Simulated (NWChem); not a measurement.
Molecule: BeSiH3OF; SMILES [SiH3][O][Be][F]

```xyz
7

Be    -0.0276     1.4306     0.0015
F     -0.0557     2.8253     0.0046
O      0.0010     0.0156    -0.0026
Si     0.0332    -1.6471    -0.0053
H     -0.5400    -2.1690    -1.2947
H     -0.7810    -2.1774     1.1433
H      1.4503    -2.1329     0.1331
```
Atoms are numbered in this order, from 1.

Level: PBE-D3(BJ)/def2-SVP (NWChem), optimised geometry, unscaled harmonic frequencies. 

Task: List the harmonic frequencies with IR intensities, and the thermochemistry.

Result: 
| frequency (cm⁻¹) | IR intensity (km/mol) |
|---|---|
| 62 | 0.0 |
| 62 | 0.0 |
| 373 | 98.0 |
| 373 | 98.0 |
| 498 | 9.0 |
| 711 | 58.2 |
| 711 | 58.2 |
| 918 | 72.7 |
| 918 | 72.6 |
| 963 | 274.4 |
| 1013 | 144.9 |
| 1637 | 672.6 |
| 2166 | 62.7 |
| 2168 | 148.5 |
| 2168 | 148.4 |

```yaml
zero_point_energy: 21.1 kcal/mol
thermal correction to the enthalpy at 298.15 K (with zero-point energy): 25.3 kcal/mol
heat capacity Cv: 17.6 cal/(mol K)
entropy at 298.15 K and 1 atm (symmetry number 3): 73.7 cal/(mol K)
dipole_moment: 1.22 D
```

Rigid rotor and harmonic oscillator; modes under 100 cm⁻¹ make the entropy uncertain.
